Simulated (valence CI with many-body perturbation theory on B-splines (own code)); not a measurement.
## Forbidden lines of Xe32+

Calculated by configuration interaction combined with many-body perturbation theory (CI+MBPT): four valence electrons over a frozen Dirac-Fock core [Ar], radial functions for each j: 7 s, 7 p, 8 d, 6 f, 4 g, 1 h, with the one-electron correlation potential Σ1, the two-electron term Σ2, the three-electron term Σ3, Breit, model QED; selected CI, second order for the rest, scaled by the run's own slope (own B-spline code, finite nucleus).

The last digits are not significant, and no measured levels were compared; by estimate large intervals hold to a few tenths of a per cent, small ones and those within an open d or f shell to about a per cent. Only levels of the ground parity were solved; by the run's estimate the other parity begins above the list, which can be wrong where configurations are misplaced.

Lines 51 to 100 of 120 in falling wavelength, among levels below 809550 cm⁻¹, chosen from the decays that carry over 1 % of a level's rate. Wavelengths and rates use the calculated energies. S is in atomic units (e²a₀⁴ for E2 and M2, e²a₀⁶ for E3), for M1 in squared Bohr magnetons. Weak lines are less certain than strong ones. Lines between different terms over intervals too small for the method are left out, as are lines whose strength nearly cancels. The highest levels of a list are the least certain.

Levels are named by their leading jj configuration (3d3/2^4 stands for four electrons in 3d with j = 3/2), which in mixed levels can hold well under half, so a name can repeat and another be missing. Letters in brackets count levels of one name in rising energy.

| λ vac (nm) | Upper | Lower | Type | A (s⁻¹) | S (a.u.) |
| --- | --- | --- | --- | --- | --- |
| 74.52 | (3d3/2^2 3d5/2^2) J=0 [a] | (3d3/2^3 3d5/2) J=1 | M1 | 9.04e+04 | 1.39e+00 |
| 70.70 | (3d5/2^4) J=2 | (3d3/2 3d5/2^3) J=1 [a] | M1 | 9.94e+03 | 6.51e-01 |
| 70.29 | (3d3/2 3d5/2^3) J=6 | (3d3/2^2 3d5/2^2) J=5 | M1 | 1.83e+04 | 3.06e+00 |
| 68.50 | (3d3/2^2 3d5/2^2) J=1 | (3d3/2^3 3d5/2) J=2 | M1 | 4.34e+04 | 1.55e+00 |
| 68.04 | (3d3/2 3d5/2^3) J=3 [b] | (3d3/2^2 3d5/2^2) J=3 [b] | M1 | 1.79e+04 | 1.46e+00 |
| 67.83 | (3d3/2 3d5/2^3) J=2 [a] | (3d3/2^2 3d5/2^2) J=3 [b] | M1 | 1.01e+04 | 5.82e-01 |
| 66.77 | (3d3/2 3d5/2^3) J=3 [b] | (3d3/2^2 3d5/2^2) J=2 [b] | M1 | 9.66e+03 | 7.46e-01 |
| 66.57 | (3d3/2 3d5/2^3) J=2 [a] | (3d3/2^2 3d5/2^2) J=2 [b] | M1 | 4.71e+03 | 2.57e-01 |
| 66.56 | (3d3/2^2 3d5/2^2) J=4 [b] | (3d3/2^3 3d5/2) J=3 | M1 | 2.98e+03 | 2.93e-01 |
| 65.29 | (3d3/2^2 3d5/2^2) J=4 [c] | (3d3/2^2 3d5/2^2) J=5 | M1 | 1.69e+03 | 1.57e-01 |
| 65.27 | (3d3/2 3d5/2^3) J=3 [c] | (3d3/2 3d5/2^3) J=3 [a] | M1 | 5.16e+02 | 3.72e-02 |
| 64.91 | (3d5/2^4) J=4 | (3d3/2 3d5/2^3) J=3 [a] | M1 | 1.77e+04 | 1.62e+00 |
| 64.17 | (3d3/2^2 3d5/2^2) J=4 [b] | (3d3/2^3 3d5/2) J=4 | M1 | 2.23e+02 | 1.96e-02 |
| 63.73 | (3d3/2 3d5/2^3) J=3 [b] | (3d3/2^2 3d5/2^2) J=4 [b] | M1 | 7.25e+03 | 4.87e-01 |
| 63.67 | (3d3/2 3d5/2^3) J=1 [a] | (3d3/2^2 3d5/2^2) J=2 [a] | M1 | 3.06e+04 | 8.78e-01 |
| 63.54 | (3d3/2^2 3d5/2^2) J=2 [b] | (3d3/2^3 3d5/2) J=3 | M1 | 3.49e+02 | 1.66e-02 |
| 62.43 | (3d3/2^2 3d5/2^2) J=3 [b] | (3d3/2^3 3d5/2) J=3 | M1 | 1.38e+03 | 8.68e-02 |
| 61.84 | (3d3/2^2 3d5/2^2) J=2 [d] | (3d3/2^2 3d5/2^2) J=1 | M1 | 2.49e+03 | 1.09e-01 |
| 61.23 | (3d3/2 3d5/2^3) J=3 [c] | (3d3/2^2 3d5/2^2) J=2 [c] | M1 | 1.01e+04 | 6.05e-01 |
| 60.60 | (3d3/2^2 3d5/2^2) J=2 [a] | (3d3/2^3 3d5/2) J=1 | M1 | 3.38e+04 | 1.40e+00 |
| 60.44 | (3d3/2 3d5/2^3) J=0 | (3d3/2^2 3d5/2^2) J=1 | M1 | 5.99e+04 | 4.90e-01 |
| 60.32 | (3d3/2^2 3d5/2^2) J=3 [b] | (3d3/2^3 3d5/2) J=4 | M1 | 2.03e+04 | 1.16e+00 |
| 59.54 | (3d3/2 3d5/2^3) J=1 [b] | (3d3/2^2 3d5/2^2) J=2 [c] | M1 | 1.59e+04 | 3.74e-01 |
| 59.39 | (3d5/2^4) J=2 | (3d3/2 3d5/2^3) J=3 [a] | M1 | 1.67e+04 | 6.50e-01 |
| 58.29 | (3d3/2 3d5/2^3) J=5 | (3d3/2^2 3d5/2^2) J=4 [a] | M1 | 4.54e+03 | 3.67e-01 |
| 58.11 | (3d3/2^2 3d5/2^2) J=4 [c] | (3d3/2^2 3d5/2^2) J=3 [a] | M1 | 1.09e+04 | 7.12e-01 |
| 56.03 | (3d5/2^4) J=2 | (3d3/2^2 3d5/2^2) J=2 [c] | M1 | 1.46e+04 | 4.74e-01 |
| 55.44 | (3d3/2 3d5/2^3) J=3 [c] | (3d3/2 3d5/2^3) J=4 [a] | M1 | 6.57e+03 | 2.91e-01 |
| 55.19 | (3d5/2^4) J=4 | (3d3/2 3d5/2^3) J=4 [a] | M1 | 5.89e+04 | 3.30e+00 |
| 55.12 | (3d3/2^2 3d5/2^2) J=2 [b] | (3d3/2^3 3d5/2) J=2 | M1 | 1.90e+03 | 5.91e-02 |
| 54.28 | (3d3/2^2 3d5/2^2) J=3 [b] | (3d3/2^3 3d5/2) J=2 | M1 | 1.44e+03 | 5.97e-02 |
| 53.87 | (3d3/2 3d5/2^3) J=2 [a] | (3d3/2^2 3d5/2^2) J=1 | M1 | 1.43e+04 | 4.13e-01 |
| 53.23 | (3d3/2 3d5/2^3) J=1 [a] | (3d3/2^2 3d5/2^2) J=0 [a] | M1 | 4.13e+04 | 6.93e-01 |
| 52.71 | (3d3/2^2 3d5/2^2) J=2 [d] | (3d3/2^2 3d5/2^2) J=3 [a] | M1 | 2.65e+03 | 7.20e-02 |
| 52.64 | (3d3/2^2 3d5/2^2) J=2 [d] | (3d3/2^2 3d5/2^2) J=2 [a] | M1 | 5.71e+02 | 1.54e-02 |
| 52.25 | (3d3/2^2 3d5/2^2) J=4 [c] | (3d3/2^2 3d5/2^2) J=4 [a] | M1 | 1.35e+04 | 6.41e-01 |
| 50.84 | (3d3/2 3d5/2^3) J=4 [a] | (3d3/2^3 3d5/2) J=3 | M1 | 1.02e+04 | 4.49e-01 |
| 49.44 | (3d3/2 3d5/2^3) J=4 [a] | (3d3/2^3 3d5/2) J=4 | M1 | 6.07e+02 | 2.45e-02 |
| 46.90 | (3d3/2 3d5/2^3) J=3 [b] | (3d3/2^2 3d5/2^2) J=3 [a] | M1 | 6.85e+03 | 1.83e-01 |
| 46.85 | (3d3/2 3d5/2^3) J=3 [b] | (3d3/2^2 3d5/2^2) J=2 [a] | M1 | 1.04e+03 | 2.76e-02 |
| 46.80 | (3d3/2 3d5/2^3) J=2 [a] | (3d3/2^2 3d5/2^2) J=3 [a] | M1 | 2.26e+04 | 4.29e-01 |
| 46.79 | (3d3/2^2 3d5/2^2) J=2 [c] | (3d3/2^3 3d5/2) J=3 | M1 | 5.47e+04 | 1.04e+00 |
| 45.93 | (3d5/2^4) J=4 | (3d3/2^2 3d5/2^2) J=3 [b] | M1 | 5.70e+03 | 1.84e-01 |
| 44.68 | (3d3/2 3d5/2^3) J=3 [a] | (3d3/2^3 3d5/2) J=3 | M1 | 5.18e+03 | 1.20e-01 |
| 44.58 | (3d3/2 3d5/2^3) J=1 [b] | (3d3/2^2 3d5/2^2) J=2 [b] | M1 | 1.57e+03 | 1.55e-02 |
| 44.09 | (3d3/2 3d5/2^3) J=3 [c] | (3d3/2^2 3d5/2^2) J=4 [b] | M1 | 1.61e+03 | 3.58e-02 |
| 43.73 | (3d3/2^2 3d5/2^2) J=2 [b] | (3d3/2^3 3d5/2) J=1 | M1 | 4.20e+03 | 6.51e-02 |
| 43.10 | (3d5/2^4) J=2 | (3d3/2^2 3d5/2^2) J=3 [b] | M1 | 9.67e+03 | 1.44e-01 |
| 43.00 | (3d3/2 3d5/2^3) J=3 [b] | (3d3/2^2 3d5/2^2) J=4 [a] | M1 | 9.04e+03 | 1.87e-01 |
| 42.06 | (3d3/2^2 3d5/2^2) J=2 [c] | (3d3/2^3 3d5/2) J=2 | M1 | 6.17e+03 | 8.51e-02 |
